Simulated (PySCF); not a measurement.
Radial density of Si²⁺ (silicon, charge +2)

UHF, [Ne] 3s2, closed-shell 1S. All numbers are calculated (PySCF 2.14, the spin-free X2C one-electron Hamiltonian (Gaussian nucleus), in aug-cc-pVDZ-DK).

```csv
r (bohr),4πr²ρ (e/bohr)
0.00161,0.06463
0.00271,0.1736
0.00456,0.4475
0.00768,1.127
0.0129,2.694
0.0217,5.869
0.0365,10.87
0.0614,15.39
0.103,14.40
0.174,9.800
0.292,12.23
0.492,13.47
0.827,4.903
1.39,1.385
2.34,0.8410
3.94,0.06033
6.62,0.0001007
```

Densities and radii are taken from the X2C orbitals without a picture-change correction, which distorts them close to the nucleus.
